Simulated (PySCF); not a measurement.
EPR parameters of C7H9O

Compound: C₇H₉O (doublet state).
Z-matrix (Å and degrees, GFN2-xTB geometry), rows numbered from 1:
```
C 
C   1  1.4712
C   2  1.5281  1  113.28
C   3  1.3185  2  124.55  1    18.65
C   2  1.4974  1  113.12  3   119.49
C   5  1.3370  2  127.09  1   151.08
C   6  1.4564  5  125.79  2    -3.44
O   7  1.2067  6  124.47  5   173.09
H   1  1.0718  2  121.58  3  -113.95
H   1  1.0721  2  119.30  3    62.64
H   2  1.1005  1  109.06  3  -117.00
H   3  1.0813  2  114.20  1  -163.29
H   4  1.0773  3  121.76  2    -1.13
H   4  1.0767  3  121.53  2   179.33
H   5  1.0831  2  114.18  1   -32.83
H   6  1.0823  5  119.71  2   176.17
H   7  1.1083  6  115.36  5    -7.03
```

The hyperfine couplings belong to this conformer and change with its torsions.

The species is `[CH2][C@@H](C=C)/C=C\C=O` [radical].

Level of theory: UKS B3LYP, pcH-1 on C H O, non-relativistic, mean-field spin-orbit, GIAO (PySCF). Geometry: GFN2-xTB, one conformer, isolated molecule. The geometry wasn't refined by DFT: couplings that depend on bond lengths, twists or pyramidal angles can differ widely from those at the functional's own minimum. No stability test was run, so a lower SCF solution isn't excluded.

* g1, g2, g3: 2.00218, 2.00266, 2.00293
* g_iso: 2.00259
* Form of g: rhombic: the two nearest values differ by 36 % of g3 − g1
* ⟨S²⟩: 0.7537 (exact 0.7500)
* α and β electrons: 30, 29
* HOMO–LUMO gap, α and β orbitals: 4.22, 4.89 eV
* Total energy: -347.28964 Eh
* Basis functions: 290

Isotropic coupling and dipolar principal values T1 to T3, in MHz; ρ(0) is the spin density at the nucleus:

| atom | isotope | a_iso | T1 | T2 | T3 | Mulliken spin population | ρ(0) (bohr⁻³) |
| --- | --- | --- | --- | --- | --- | --- | --- |
| C1 | 13C | 89.9 | -82.0 | -81.4 | 163.4 | 1.08 | 0.0799 |
| C2 | 13C | -33.0 | -2.2 | 0.0 | 2.2 | -0.08 | -0.0293 |
| C3 | 13C | 70.4 | -5.1 | -4.8 | 9.9 | 0.04 | 0.0627 |
| C4 | 13C | 5.3 | -3.0 | 0.2 | 2.8 | 0.00 | 0.0047 |
| C5 | 13C | 1.6 | -1.2 | -0.5 | 1.7 | 0.00 | 0.0015 |
| C6 | 13C | -1.3 | -1.1 | 0.1 | 1.0 | -0.01 | -0.0012 |
| C7 | 13C | 2.9 | -0.3 | -0.2 | 0.5 | 0.00 | 0.0026 |
| O8 | 17O | 0.0 | -0.5 | -0.1 | 0.7 | 0.00 | 0.0000 |
| H9 | 1H | -65.5 | -40.0 | 0.2 | 39.8 | -0.05 | -0.0147 |
| H10 | 1H | -63.4 | -39.3 | -0.6 | 39.9 | -0.05 | -0.0142 |
| H11 | 1H | 99.6 | -5.7 | -4.0 | 9.7 | 0.04 | 0.0223 |
| H12 | 1H | 3.4 | -3.6 | -1.8 | 5.3 | 0.00 | 0.0008 |
| H13 | 1H | -0.6 | -6.9 | -3.2 | 10.1 | 0.00 | -0.0001 |
| H14 | 1H | -0.9 | -2.2 | -0.9 | 3.1 | 0.00 | -0.0002 |
| H15 | 1H | -1.6 | -3.5 | -3.0 | 6.5 | 0.00 | -0.0003 |
| H16 | 1H | 0.6 | -0.8 | -0.7 | 1.5 | 0.00 | 0.0001 |
| H17 | 1H | 0.2 | -1.5 | -1.2 | 2.7 | 0.00 | 0.0001 |

The largest Mulliken spin populations are on C1 (+1.08) and C2 (-0.08). No atom but C1 exceeds +0.15. The positive populations add up to 1.18 and the negative ones to -0.18, together 2S = 1. The angles at C1 add up to 359.9°, so it is planar; its axial dipolar tensor and the negative couplings of its protons fit spin in a p orbital normal to that plane.

Axes: g3 points within 15° of the C1–H10 bond.

Under fast tumbling the dipolar parts average out, and these isotropic splittings remain: 1 × 1H (H11, I = 1/2, 2 lines) with 3.55 mT, 2 × 1H (H9/H10, I = 1/2, 3 lines) with 2.30 mT, 1 × 1H (H12, I = 1/2, 2 lines) with 0.12 mT, 1 × 1H (H15, I = 1/2, 2 lines) with 0.06 mT and 1 × 1H (H14, I = 1/2, 2 lines) with 0.03 mT.

Means are taken over nuclei equivalent by connectivity, which assumes that they swap fast.

The 13C coupling of C1 (89.9 MHz) shows only in satellite lines or after enrichment, since that isotope makes up about 1.07 % of natural carbon.
